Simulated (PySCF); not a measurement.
**Trend along the chalcogens: MNa molecules**

MP2 with triple-zeta basis sets in PySCF, for the lowest determinant that a PBE0 search found; no spin–orbit coupling. De refers to high-spin ground-configuration atoms.

```csv
M,basis,"reference, frozen orbitals",state (unpaired electrons),Re (Å),ωe (cm⁻¹),De (eV)
O,x2c-TZVPPall,"UHF, 2",doublet (π ↑),2.045,497,2.53
S,def2-TZVPP,"UHF, 6",doublet (π ↑),2.486,333,2.41
Se,def2-TZVPP,"UHF, 10",doublet (π ↑),2.606,270,2.29
```

The shortest bond is that of NaO (2.045 Å), the longest that of NaSe (2.606 Å).

The rows differ in basis set, which adds steps of its own.

Down a group the atoms grow and get heavier, so bonds lengthen and wavenumbers fall; this series shows no clear exception.

Correlated steps freeze the inner cores (2 to 10 orbitals); shallow outer-core shells are correlated. Spin–orbit coupling is left out. States were picked by a PBE0 search and need not be the measured ground states.
